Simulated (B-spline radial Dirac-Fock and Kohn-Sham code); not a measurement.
# Relativistic shifts of the levels of Eu²⁶⁺

System: the Eu²⁶⁺ ion, 1s2 2s2 2p6 3s2 3p6 3d10 4s2 4p6 4d1.

Both columns are ΔSCF binding energies of the configuration average from a B-spline atomic structure program: non-relativistic Hartree-Fock with a point nucleus, and Dirac-Fock with a finite nucleus and the Coulomb interaction alone, averaged over the two j levels with weights 2j+1.

```
shell  Hartree-Fock (eV)  Dirac-Fock (eV)  shift (eV)  shift (%)
   1s            46816.2          49608.0    +2791.87      +5.96
   2s             8247.3           8965.7     +718.37      +8.71
   2p             7865.5           8093.9     +228.38      +2.90
   3s             2490.6           2662.7     +172.10      +6.91
   3p             2322.1           2383.3      +61.19      +2.64
   3d             2012.4           1999.8      -12.67      -0.63
   4s             1066.7           1117.9      +51.15      +4.79
   4p              990.8           1009.6      +18.78      +1.90
   4d              876.0            874.1       -1.92      -0.22
```

Relativity binds 1s, 2s, 2p, 3s, 3p, 4s, 4p more strongly, among those listed most of all 2s in relative terms, and 3d, 4d more weakly, because the contracted s and p shells screen the nucleus better.

Values without a named source are computed, but for edge energies of neutral atoms, which are taken from tables.
